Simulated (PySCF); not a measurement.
## `CC(=C=CF)C=O`, C$_{5}$H$_{5}$FO

Cartesian coordinates in Å; atom numbers follow the order of the lines, from 1:
```xyz
12

C    -1.184   -1.093    0.608
C    -0.483   -0.366   -0.497
C     0.814   -0.403   -0.735
C     2.086   -0.446   -1.044
F     2.994    0.390   -0.544
C    -1.326    0.474   -1.398
O    -2.519    0.571   -1.273
H    -1.633   -0.368    1.304
H    -0.499   -1.748    1.161
H    -2.014   -1.686    0.195
H     2.510   -1.186   -1.730
H    -0.765    1.007   -2.204
```

Method used: PySCF, quadratic response CAM-B3LYP/def2-TZVPD first hyperpolarisability, Taylor convention, gas phase. Geometry: PBE0-D3(BJ)/def2-SVP.

(1) Give the tensor of the second harmonic β(−2ω;ω,ω) at 1907 nm in the axes of these coordinates.

## Answers

(1) In au, Taylor convention; rows are the first index (the induced dipole):
|  | xx | yy | zz | xy | xz | yz |
| --- | --- | --- | --- | --- | --- | --- |
| x | +22.3 | +15.0 | -5.2 | -11.9 | +77.6 | -11.7 |
| y | -10.6 | +17.6 | -11.9 | +14.5 | -11.3 | +12.8 |
| z | +75.1 | +12.7 | +35.5 | -11.0 | -5.5 | -11.8 |

Norm of βᵢ = ⅓ Σⱼ (βᵢⱼⱼ + βⱼᵢⱼ + βⱼⱼᵢ): 129.1 au, hyper-Rayleigh value 58.4 au.
